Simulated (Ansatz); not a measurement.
Reaction (cleavage of the Si–Si bond): `[SiH3][SiH]1NC[SiH2]1` + `CO[SiH](O)Cl` → `CO[SiH](Cl)O[SiH3]` + `C1N[SiH2][SiH2]1`

Calculated with Ansatz (gas phase, PBE0-D4/def2-TZVP geometries, no zero-point term in ΔE). CBS: MP2 limit from def2 TZ/QZ plus the TZ coupled-cluster correction, frozen cores. DFT in def2-TZVPP. One conformer a species, not always the lowest.

| species | r2SCAN-D4 energy (Eh) |
| --- | --- |
| `[SiH3][SiH]1NC[SiH2]1` | -966.66739 |
| `CO[SiH](O)Cl` | -941.35814 |
| `CO[SiH](Cl)O[SiH3]` | -1232.07253 |
| `C1N[SiH2][SiH2]1` | -675.98814 |

Work out ΔE.

ΔE = (-1232.07253) + (-675.98814) − (-966.66739) − (-941.35814) = -0.03514 Eh = -92.3 kJ/mol. CCSD(T)/CBS gives -101.0 kJ/mol.

Largest T1 diagnostic among the species: 0.013.

In def2-TZVPP, CCSD(T) changes the Hartree–Fock value by +29.7 kJ/mol (the triples alone add +4.6 kJ/mol) and MP2 by +23.6 kJ/mol. From PBE to PBE0 (25 % exact exchange), in def2-TZVPP and without D4, ΔE moves by −9.8 kJ/mol.
